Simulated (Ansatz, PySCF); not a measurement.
CHN (SMILES C#N) and CH2O2 (SMILES O=CO) are pulled apart as rigid monomers along the line of their centres of mass, from the B3LYP-D3(BJ)/def2-TZVP minimum. Starting geometry (charge 0, multiplicity 1):
```xyz
8

C      0.291     0.195    -0.147
N     -0.252    -0.294     0.732
H      0.801     0.653    -0.964
O      0.944     0.645     3.807
C      0.101    -0.086     4.251
O     -0.765    -0.807     3.539
H     -0.064    -0.257     5.325
H     -0.612    -0.650     2.582
```

Interaction energies with rigid monomers; basis-set methods are counterpoise corrected unless marked otherwise.

Cores are frozen in the correlated methods. Rows in 6-31G* carry no dispersion term and start afresh at each structure (6-31G* with six Cartesian d functions). MP2/6-31G* freezes PySCF's default core.

The values were computed with Ansatz (Gaussian basis) for Hartree–Fock, density functionals and correlated methods; PySCF for 6-31G* rows, the dispersion terms. Each number belongs to the level named beside it.

```csv
N2···H8 (Å),PBE-D4/def2-TZVPPD (meV),PBE0-D4/def2-TZVPPD (meV),wB97X-V/def2-TZVPPD (meV),MP2/6-31G* (no counterpoise) (meV),CCSD(T)/aug-cc-pVDZ (meV)
1.73,-271.4,-267.2,-236.4,-249.6,-183.8
1.92,-294.5,-290.5,-272.7,-306.6,-237.6
2.20,-259.1,-255.5,-248.2,-289.6,-229.9
2.67,(withheld),-169.7,-167.2,-198.1,(withheld)
3.42,-84.6,-84.3,-82.5,-92.6,-81.2
```

Complete the blanks.


- 2.67, PBE-D4/def2-TZVPPD (meV): -172.1
- 2.67, CCSD(T)/aug-cc-pVDZ (meV): -161.3

Ansatz is a first-principles code.
